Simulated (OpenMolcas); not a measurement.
S³⁺: from RASSCF to RASPT2

```yaml
Program: OpenMolcas 26.06
Basis: ANO-RCC-VQZP [6s5p3d2f1g]
Scalar_Hamiltonian: DKH2, point nucleus
Active_space: 1 electron in 9 orbitals (RAS2 3p; RAS3 3d 4s, at most 1 electron)
State_averaging: 2S+1 = 2 odd, 3 roots; 2S+1 = 2 even, 6 roots
Spin-orbit_coupling: RASSI with atomic mean-field integrals over the reference wave functions, term energies averaged over their components
```

Methods on the same reference wave functions:
A. RASSCF
B. SS-RASPT2, IPEA 0.25 Eh, imaginary shift 0.1 Eh (closed shells correlated: 2s 2p 3s)

Energies in cm-1 above 3s2 3p 2P* 1/2, the measured ground level; measured values from NIST levels in Podobedova, Kelleher and Wiese, J. Phys. Chem. Ref. Data 38, 171 (2009).

```tsv
Level	A	B	Measured
3s2 3p 2P* 1/2	0.0	0.0	0.0
3s2 3p 2P* 3/2	860	860	951
3s2 3d 2D 3/2	147019	139820	152133
3s2 3d 2D 5/2	147036	139840	152147
3s2 4s 2S 1/2	179884	180610	181448
```

Deviations, from unrounded energies. A percentage is the sum of absolute deviations over the sum of measured energies, with the sign that they share, or ± where signs differ.

| Against measurement | Levels | A | B |
| --- | --- | --- | --- |
| mean absolute deviation (cm-1) | 4 | 3000 | 6400 |
| fine structure of the ground term (%) | 1 | -9.6 | -9.6 |
| other configurations (%) | 3 | -2.4 | -5.2 |

A lies closest to measurement on these levels. The largest miss of A in the table is 3s2 3d 2D 3/2, by -5100 cm-1. The ranking rests on the paired levels alone, and a cruder setting can come out closer through cancelling errors.

The lowest spin-free term lies below A's lowest term by 0.102 hartree in B.

CASPT2 breaks the degeneracy within a term, and the mean is taken; among the terms shown or strongly mixed into the levels shown the widest spread is 11 cm-1 (3s2 3d 2D, B). Over all roots computed the reference weight is 0.92 to 0.97 in B; the roots of lowest weight are the least certain, and an intruder state may touch them. ANO sets are built for valence states and can reach diffuse excited orbitals poorly, and with the s shell closed the s pⁿ⁺¹ terms that mix with these levels are absent. With one active electron the reference holds no correlation, so core polarisation is missing (holds for A). With one active electron, CASPT2 adds the correlation within the correlated inactive shells and between them and that electron, and leaves the splitting within a term as the reference gives it (holds for B). Measured partners are found by configuration, term and J. A level has none where our copy of the source lacks it or the pairing is in doubt (some pairs that miss far off the trend of their configuration count as doubtful), and it then counts in no deviation. Levels of configurations outside the active space are missing.

* marks odd parity.
